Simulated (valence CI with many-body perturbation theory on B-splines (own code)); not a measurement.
Energy levels of Pt65+

Level of theory: valence CI with perturbative core correlation (CI+MBPT): three valence electrons over a frozen Dirac-Fock core [Ne], a basis of 11 s, 11 p, 10 d, 8 f, 5 g, 2 h functions for each j, with the one-electron correlation potential Σ1, the two-electron term Σ2, the three-electron term Σ3, Breit, model QED; selected CI, second order for the rest, scaled by the run's own slope (own B-spline code, finite nucleus).

No measured spectrum was set against this ion. As an estimate, large intervals hold to a few tenths of a per cent, small ones and those within an open d or f shell to about a per cent.

Levels 136 to 157 of 157, with energies above the lowest level, (3s^2 3p1/2) J=1/2. "Leading %" is the weight of the configuration and term that name the level; weights of strongly mixed levels are sums over their largest components and can fall short. In the jj column 3d3/2^4 stands for four electrons in 3d with j = 3/2. Lifetimes count E1, E2, E3, M1 and M2 decay at the calculated energies, and are blank where another channel may lead or the interval is too uncertain; long ones can be off by a factor of two.

```csv
No.,Configuration,Term,J,E (Ry),Leading %,Lifetime,g,Second component,Leading jj
136,3d3,2D,5/2,191.36,47,182 fs,1.217,29 % 3d3 4P,3d3/2^2 3d5/2 (97 %)
137,3d3,4F,7/2,195.86,69,317 fs,1.121,29 % 3d3 2G,3d3/2 3d5/2^2 (99 %)
138,3d3,4F,9/2,196.21,49,343 fs,1.125,40 % 3d3 2H,3d3/2 3d5/2^2 (99 %)
139,3d3,4P,3/2,196.84,40,304 fs,1.100,37 % 3d3 2D,3d3/2 3d5/2^2 (100 %)
140,3d3,2H,11/2,196.92,100,393 fs,1.076,,3d3/2 3d5/2^2 (100 %)
141,3d3,2P,1/2,197.12,57,292 fs,1.515,43 % 3d3 4P,3d3/2 3d5/2^2 (100 %)
142,3d3,4P,5/2,197.14,42,285 fs,1.303,37 % 3d3 2D,3d3/2 3d5/2^2 (97 %)
143,3d3,2F,7/2,197.90,77,337 fs,1.078,20 % 3d3 2G,3d3/2 3d5/2^2 (99 %)
144,3d3,2F,5/2,197.95,44,325 fs,1.081,40 % 3d3 2D,3d3/2 3d5/2^2 (99 %)
145,3d3,2D,3/2,199.87,81,314 fs,0.862,14 % 3d3 2P,3d3/2 3d5/2^2 (97 %)
146,3d3,2G,9/2,203.89,48,1.05 ps,1.162,40 % 3d3 4F,3d5/2^3 (99 %)
147,3d3,2P,3/2,205.26,43,861 fs,1.146,40 % 3d3 2D,3d5/2^3 (98 %)
148,3d3,2D,5/2,206.17,59,823 fs,1.164,21 % 3d3 2F,3d5/2^3 (98 %)
149,3s2 4s,2S,1/2,252.76,99,12.0 fs,1.991,,3s^2 4s (99 %)
150,3s2 4p,2P°,1/2,258.76,98,46.0 fs,0.662,,3s^2 4p1/2 (98 %)
151,3s 3p 4s,4P°,1/2,264.15,85,14.3 fs,2.356,14 % 3s 3p 4s 2P°,3s 3p1/2 4s (99 %)
152,3s 3p 4s,4P°,3/2,265.18,59,13.0 fs,1.553,40 % 3s 3p 4s 2P°,3s 3p1/2 4s (98 %)
153,3s 3p 4s,2P°,1/2,266.16,94,15.5 fs,0.751,5 % 3s 3p 4s 4P°,3s 3p1/2 4s (99 %)
154,3s 3p 4p,4D,1/2,269.70,71,21.9 fs,0.289,20 % 3s 3p 4p 2P,3s 3p1/2 4p1/2 (100 %)
155,3s 3p 4p,4D,3/2,270.77,40,12.1 fs,1.110,33 % 3s 3p 4p 2D,3s 3p1/2 4p1/2 (99 %)
156,3s 3p 4p,4P,1/2,272.03,46,20.8 fs,1.945,30 % 3s 3p 4p 2S,3s 3p1/2 4p1/2 (99 %)
157,3s2 4p,2P°,3/2,272.78,98,66.8 fs,1.330,,3s^2 4p3/2 (98 %)
```
